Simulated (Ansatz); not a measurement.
Program: Ansatz. Geometries: PBE0-D4/def2-TZVP. ΔE: electronic, gas phase. CCSD(T)/CBS adds triple-zeta CCSD(T) − MP2 to the extrapolated MP2 energy (def2 sets, frozen cores). DFT in def2-TZVPP. B3LYP here is the variant with VWN-RPA as its local correlation; programs differ in this. Elements past krypton have def2 core potentials. For Sn outer-core shells are correlated without core-valence functions, which leaves a few kJ/mol of doubt a bond. Each species was taken in one conformer, which may not be the lowest.

Consider the redistribution: `[SnH3][CH2][SnH3]` + `O[Si]1(F)CO1` → `O[Si]1([SnH3])CO1` + `F[CH2][SnH3]`.

CCSD(T)/CBS gives +232.5 kJ/mol.

(1) Another level gave +208.1 kJ/mol. Which?
A. BHLYP-D4/def2-TZVPP
B. B3LYP-D4/def2-TZVPP
C. PBE/def2-TZVPP
D. CAM-B3LYP-D4/def2-TZVPP

(2) What do rigid-rotor, harmonic-oscillator terms from PBE0-D4/def2-TZVP frequencies (298.15 K, 1 bar) make of the CCSD(T)/CBS value? (Estimate.)

Largest T1 diagnostic among the species: 0.014.

Answers

(1) B. B3LYP-D4 208.1, BHLYP-D4 224.1, CAM-B3LYP-D4 215.3, PBE 187.7 kJ/mol.

(2) Computed: ΔZPE = +0.2 kJ/mol, ΔH = +234.5 kJ/mol, ΔS = 17 J/(mol·K), ΔG = +229.4 kJ/mol. Modes under 50 cm⁻¹ make the entropy rough.

From PBE to PBE0 (25 % exact exchange), in def2-TZVPP and without D4, ΔE moves by +15.3 kJ/mol. Leaving LDA and LC-ωPBE aside and taking each functional with its dispersion term where it has one, the values, not all of them listed here, spread over 38.4 kJ/mol, from PBE-D4 to PBE-QIDH. LDA lies +5.2 kJ/mol from PBE without D4.
